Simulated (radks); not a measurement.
The numbers below are computed, except where a source is named.
Valence configurations of neutral potassium (all share [Ar]). Code: a radial shooting solver on a logarithmic mesh with Libxc functionals. Model: Dirac Kohn-Sham, LDA (Slater exchange, Perdew-Wang correlation), spin-unpolarised, spherical densities, finite nucleus; open shells fill j = l - 1/2 first; Fermi nuclear charge, rms radius 3.4349 fm. Energies are relative to 4s1; eigenvalues in eV.

| valence | E (eV) | e(3d3/2) | e(4p1/2) | e(4s1/2) |
|---|---|---|---|---|
| 4s1 | 0.000 | - | - | -2.428 |
| 3d1 | 2.510 | -0.627 | - | - |
| 4p1 | 1.622 | - | -1.412 | - |
| 3d0.5 4s0.5 | 1.248 | -0.418 | - | -2.943 |
| 4s0.5 4p0.5 | 0.799 | - | -1.163 | -2.783 |

NIST lists [Ar] 4s1 as the ground configuration; this level of theory agrees among the configurations tried. The energies are those of spherical spin-averaged densities, not of single terms.
